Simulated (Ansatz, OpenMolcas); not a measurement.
## A ladder of methods for CH6GaN (SMILES [CH3][GaH][NH2])

CH6GaN has 9 atoms, charge 0, and is taken as a singlet. SMILES: `[CH3][GaH][NH2]`. The shape is that of a PBE0-D4/def2-TZVP optimisation.

```xyz
9

C    -0.2791    0.9447   -1.1248
Ga    0.5134   -0.5319   -0.1044
N    -0.0682   -0.8076    1.5968
H    -0.7560    0.5683   -2.0331
H     0.4934    1.6522   -1.4356
H    -1.0263    1.4835   -0.5401
H     1.6179   -1.5213   -0.6087
H     0.2765   -1.5366    2.1977
H    -0.7716   -0.2513    2.0522
```

Quantity: the energy change with the Ga2–N3 bond stretched from 1.819 to 3.274 Å, in eV. The values are calculated.

```
                                              level                    kind     program  value (eV)  CPU time (all runs)
     HF/6-31G* (spherical functions) (unrestricted)            Hartree–Fock  OpenMolcas        3.21                 25 s
    SVWN5/6-31G* (spherical functions) (restricted)                     LDA  OpenMolcas        4.63                 55 s
     BLYP/6-31G* (spherical functions) (restricted)                     GGA      Ansatz        3.97                 13 s
    B3LYP/6-31G* (spherical functions) (restricted)           global hybrid  OpenMolcas        4.47                 83 s
CAM-B3LYP/6-31G* (spherical functions) (restricted)  range-separated hybrid      Ansatz        4.92                 18 s
   B2PLYP/6-31G* (spherical functions) (restricted)           double hybrid      Ansatz        4.65                 23 s
 RPA@PBE0/6-31G* (spherical functions) (restricted)                     RPA      Ansatz        4.62                 32 s
      MP2/6-31G* (spherical functions) (restricted)     perturbation theory      Ansatz        5.00                6.2 s
  BCCD(T)/6-31G* (spherical functions) (restricted)   coupled cluster or CI      Ansatz        4.76                 36 s
```

All-electron rows without a relativistic Hamiltonian named are non-relativistic. The first shape isn't each level's own minimum. The values span 3.21 to 5.00 eV. Spin contamination of the reference (⟨S²⟩ at least 0.1 too high) touches HF/6-31G*. In the correlated wave-function rows the outer d shell of Ga is correlated, in sets not made for it. CPU times are rough (shared hosts, several kinds of processor and program).
